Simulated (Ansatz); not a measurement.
`C[O][Ga]([OH])[F]` → `[OH][Ga][F]`• + `C[O]`•  (homolysis of the Ga–O bond)

Gas-phase electronic energies from Ansatz, PBE0-D4/def2-TZVP geometries. CCSD(T)/CBS adds triple-zeta CCSD(T) − MP2 to the extrapolated MP2 energy (def2 sets, frozen cores). Functionals use def2-TZVPP. Open shells (•) are unrestricted, without spin–orbit coupling. For Ga outer-core shells are correlated without core-valence functions, which leaves a few kJ/mol of doubt a bond. Scalar relativity is left out up to krypton. Each species was taken in one conformer, which may not be the lowest.

```csv
level,ΔE (kcal/mol)
LDA (SPW92),99.0
BLYP-D4,81.1
r2SCAN-D4,84.2
ωB97M-V,89.1
PBE-QIDH,92.2
PBE0,84.2
r2SCANh,83.8
LC-ωPBE,88.8
```

**Question.** What does CCSD(T)/CBS give? (Estimate.)

**Answer.** Computed: +96.6 kcal/mol. The listed levels differ from it by 2.4, -15.5, -12.4, -7.5, -4.4, -12.4, -12.8, -7.8 kcal/mol.

Largest T1 diagnostic among the species: 0.019.

At CCSD(T), def2-SVP lies −4.5 kcal/mol from the extrapolated value and def2-TZVPP −2.8 kcal/mol: correlation converges slowly with the basis, and small sets miss more of it in the bonded molecule than in its fragments. In def2-TZVPP, CCSD(T) changes the Hartree–Fock value by +31.8 kcal/mol (the triples alone add +2.1 kcal/mol) and MP2 by +40.2 kcal/mol; breaking electron pairs costs correlation energy, which Hartree–Fock lacks. Leaving LDA and LC-ωPBE aside and taking each functional with its dispersion term where it has one, the values, not all of them listed here, spread over 11.2 kcal/mol, from revPBE-D4 to PBE-QIDH. LDA lies +16.5 kcal/mol from PBE without D4, its usual overbinding.

CCSD(T)/CBS has its own doubt, a few kJ/mol and more with outer-core shells, so smaller differences from it don't rank the levels.
